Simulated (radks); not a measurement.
Effect of the nuclear size on neutral magnesium, [Ne] 3s2. Method: Dirac Kohn-Sham, BLYP, spin-unpolarised, spherical densities, finite nucleus; Fermi nuclear charge, rms radius 3.057 fm; computed with a radial shooting solver on a logarithmic mesh with Libxc functionals. The rms radius is varied about that value; shifts are against it.

rms radius (fm) = 2.4517: total energy shift (eV) -0.000946; density at nucleus (e/bohr^3) 1165; 1s1/2 shift (meV) -0.391
rms radius (fm) = 2.8094: total energy shift (eV) -0.000412; density at nucleus (e/bohr^3) 1163; 1s1/2 shift (meV) -0.170
rms radius (fm) = 3.057: total energy shift (eV) 0; density at nucleus (e/bohr^3) 1162; 1s1/2 shift (meV) 0.000
rms radius (fm) = 3.2343: total energy shift (eV) 0.000316; density at nucleus (e/bohr^3) 1161; 1s1/2 shift (meV) 0.131
rms radius (fm) = 3.6745: total energy shift (eV) 0.00118; density at nucleus (e/bohr^3) 1160; 1s1/2 shift (meV) 0.486

Slopes of the eigenvalues against <r^2> in GHz/fm^2, as finite differences over the two radii next to the reference (eigenvalue slopes, not the field-shift constants of lines): 1s1/2 28.3.
